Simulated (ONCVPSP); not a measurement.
What one change does to a pseudopotential (iron, ONCV)

```json
{
 "Element": "Fe",
 "Generator": "ONCVPSP 4.0.1",
 "Type": "optimised norm-conserving Vanderbilt (ONCV)",
 "Functional": "PBEsol",
 "Relativity": "scalar-relativistic",
 "Frozen core": "[Ne]",
 "Valence charge": "16",
 "Reference configuration": "3s2 3p6 3d6 4s2",
 "Partial waves": "3s+4s: rc 1.45 bohr, ncon 4, nbas 7, qcut 7.6 1/bohr, 2 projectors; 3p: rc 1.35 bohr, ncon 4, nbas 7, qcut 8.6 1/bohr, 1 projector; 3d: rc 1.35 bohr, ncon 4, nbas 9, qcut 12.5 1/bohr, 2 projectors, debl 3.4 Ha",
 "Local potential": "polynomial inside 1.25 bohr (lpopt 5, dvloc0 4 Ha)",
 "Core correction": "Teter function, fcfact 5.5, rcfact 1.75"
}
```

All-electron outer shells of the reference configuration (PBEsol, scalar-relativistic, ld1.x):

| shell | level (eV) | outermost node (bohr) | outermost maximum (bohr) |
| --- | --- | --- | --- |
| 2p | -697.99 | – | 0.18 |
| 3s | -93.77 | 0.33 | 0.70 |
| 3p | -59.92 | 0.30 | 0.72 |
| 3d | -7.53 | – | 0.71 |
| 4s | -5.31 | 1.00 | 2.41 |

Change: local potential polynomial inside 1.20 bohr (lpopt 5, dvloc0 4 Ha).

Cutoffs: the cutoffs (Ha) at which the residual kinetic energy of the hardest occupied pseudo-wave falls to 1 and 0.1 mHa per electron; they do not see the model core or the augmentation charge, which bear on the density cutoff. Errors are all-electron minus pseudo energies relative to the spin-unpolarised reference configuration.

Question: How do hardness, ghosts and transferability respond?

Answer: The potential gets neither clearly harder nor softer (57 Ha and 64 Ha → 57 Ha and 64 Ha); of the 4 tests that both files solve, the error grows in 0 and shrinks in 2 by more than 15 % and 0.3 meV (median size 1.0 → 0.5 meV); neither file shows a bound ghost.

| quantity | base | changed |
| --- | --- | --- |
| cutoff, loose | 57 Ha | 57 Ha |
| cutoff, tight | 64 Ha | 64 Ha |
| bound ghosts | none | none |
| GHOST(+) flags under 300 eV | none | none |
| error for 3s2 3p6 3d6 4s1, meV [ΔE 8.75 eV] | -0.3 | -0.3 |
| error for 3s2 3p6 3d6 4s0, meV [ΔE 24.86 eV] | 0.0 | +0.1 |
| error for 3s2 3p6 3d5 4s0, meV [ΔE 59.05 eV] | -1.6 | -0.7 |
| error for 3s2 3p6 3d6 4s0 4p1, meV [ΔE 13.82 eV] | -90 | -64 |
| s: phases at 1.47 bohr within 0.05 rad from the reference energy up to (Ha; the scan ends near 5) | to the end of the scan | to the end of the scan |
| p: phases at 1.37 bohr within 0.05 rad from the reference energy up to (Ha; the scan ends near 5) | 1.0 | 1.3 |
| d: phases at 1.37 bohr within 0.05 rad from the reference energy up to (Ha; the scan ends near 5) | to the end of the scan | to the end of the scan |
| rms error of d²Exc/dni dnj with the model core, mHa | 3.64 | 3.64 |
